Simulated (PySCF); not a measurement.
Compound: C4H4ClFO2.
Atom-mapped SMILES: `[CH3:1][O:2]/[C:3]([F:4])=[CH:5]/[C:6](=[O:7])[Cl:8]` (hydrogens: H9, H10, H11 on C1; H12 on C5)

Computed by this run: HF/def2-SVP geometry optimisation, gas phase (PySCF); density fitting; the optimiser is geomeTRIC in internal coordinates, started from a GFN2-xTB structure.

At the end of the run (lengths in Å): C3–F4 1.293, C6=O7 1.168, C5–C6 1.459, O2–C3 1.298, C3=C5 1.339, C1–O2 1.418, C1–H10 1.087, C1–O2–C3 121.6°, C5–C6–O7 129.0°, F4–C3–C5 123.0°, O2–C3–F4 113.9°, C1–O2–C3–F4 3°, O2–C3–C5–C6 -179°, C3–C5–C6–O7 1°, H12–C5–C6–O7 -179°.

Question: These geometries were met on the way; a selection of coordinates is given. Order them by energy above the end point, lowest first.
A. C3–F4 1.286, C6=O7 1.165, C5–C6 1.463, O2–C3 1.298, C3=C5 1.336, C1–O2 1.422, C1–H10 1.086, C1–O2–C3 121.6°, C5–C6–O7 128.0°, F4–C3–C5 123.7°, O2–C3–F4 113.3°, C1–O2–C3–F4 6°, O2–C3–C5–C6 -177°, C3–C5–C6–O7 4°, H12–C5–C6–O7 -175°
B. C3–F4 1.331, C6=O7 1.189, C5–C6 1.440, O2–C3 1.315, C3=C5 1.348, C1–O2 1.424, C1–H10 1.092, C1–O2–C3 118.7°, C5–C6–O7 130.1°, F4–C3–C5 121.9°, O2–C3–F4 115.0°, C1–O2–C3–F4 0°, O2–C3–C5–C6 180°, C3–C5–C6–O7 0°, H12–C5–C6–O7 180°
C. C3–F4 1.294, C6=O7 1.169, C5–C6 1.459, O2–C3 1.298, C3=C5 1.339, C1–O2 1.418, C1–H10 1.087, C1–O2–C3 121.6°, C5–C6–O7 129.0°, F4–C3–C5 123.0°, O2–C3–F4 113.9°, C1–O2–C3–F4 4°, O2–C3–C5–C6 -179°, C3–C5–C6–O7 2°, H12–C5–C6–O7 -178°

Answer: C (0.002 eV), A (0.013 eV), B (0.097 eV).

```
step  E above end (eV)  rms distance from the end, all atoms (Å)  largest force (eV/Å)  rms shift of all bonds from the end (Å)
   6             0.002                                     0.028                 0.105                                    0.000
   1             0.013                                     0.062                 0.544                                    0.003
   0             0.097                                     0.049                 2.370                                    0.016
```

Rows stand in the order of the answer.
